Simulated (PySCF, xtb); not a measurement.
CH₅NbO₂S, SMILES [CH3][Nb]([OH])([OH])=[S], multiplicity 1. One conformer was computed; it need not be the lowest.

Harmonic wavenumbers (cm⁻¹) from GFN2-xTB in xtb 6.7.1 at its own minimum, in rising order: 108, 142, 144, 161, 175, 187, 380, 441, 443, 467, 543, 557, 574, 643, 707, 708, 1242, 1440, 1452, 2932, 2954, 2955, 3583, 3594.

What does PBE-D3(BJ)/def2-SVP (PySCF 2.14.0) give at its own minimum? (The exact figures need the calculation; the answer reports its results.)

150, 150, 157, 168, 168, 190, 327, 348, 470, 482, 528, 538, 539, 596, 708, 738, 1122, 1343, 1348, 2949, 3053, 3068, 3764, 3768. Paired by order, the mean absolute difference is 55 cm⁻¹ and the zero-point energies are 37.9 and 38.1 kcal/mol.
